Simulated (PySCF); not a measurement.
## How methods differ on the excitation energy of Be

Be [He] 2s2 (1S) → Be [He] 2s1 2p1 (3P), as a difference of total energies. Calculation: PySCF 2.14, in aug-pcseg-2; the non-relativistic Hamiltonian (point nucleus). Correlated levels: valence: 1s2 frozen. The calculations carry no spin-orbit coupling.

| method | excitation energy (eV) |
| --- | --- |
| UHF | 1.711 |
| LDA | 2.422 |
| PBE | 2.344 |
| PBE0 | 2.337 |
| r2SCAN | 2.164 |
| CAM-B3LYP | 2.525 |
| wB97M-V | 2.813 |
| BP86 | 2.416 |
| PBEsol | 2.347 |
| MP2 (valence) | 2.313 |
| SCS-MP2 (valence) | 2.485 |

Q: How much does correlation contribute at MP2 (valence)?

A: 2.313 − (1.711) = 0.602 eV, measured against UHF.

Errors of the correlated levels include the incompleteness of this basis and the frozen core.

For comparison: 2.725 eV (measured; NIST levels, between the centres of gravity of the two terms).
